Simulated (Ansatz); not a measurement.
Gas-phase electronic energies from Ansatz, PBE0-D4/def2-TZVP geometries. CBS: MP2 limit from def2 TZ/QZ plus the TZ coupled-cluster correction, frozen cores. Functionals use def2-TZVPP. For Br outer-core shells are correlated without core-valence functions, which leaves a few kJ/mol of doubt a bond. Scalar relativity is left out up to krypton. Each species was taken in one conformer, which may not be the lowest.

`CO[Si](O)([SiH3])Br` + `OC(O)O` → `OC(O)O[SiH3]` + `CO[SiH](O)Br`  (cleavage of the Si–Si bond)

CCSD(T)/CBS gives -0.91 eV.

(1) Another level gave -1.17 eV. Which?
A. CCSD/def2-TZVPP
B. PBE-D4/def2-TZVPP
C. ωB97X-V/def2-TZVPP
D. HF/def2-TZVPP

Largest T1 diagnostic among the species: 0.012.

## Answers

(1) D. HF/def2-TZVPP -1.17, CCSD/def2-TZVPP -0.96, ωB97X-V -0.89, PBE-D4 -0.64 eV.

From PBE to PBE0 (25 % exact exchange), in def2-TZVPP and without D4, ΔE moves by −0.08 eV. In def2-TZVPP, CCSD(T) changes the Hartree–Fock value by +0.25 eV (the triples alone add +0.03 eV) and MP2 by +0.17 eV. The D4 term adds +0.05 eV with B3LYP and +0.03 eV with PBE0; it sums over pairs of atoms, weighted by their polarisabilities, and B3LYP, whose exchange is more repulsive, gets the larger term.

B3LYP here is the variant with VWN-RPA as its local correlation; programs differ in this.
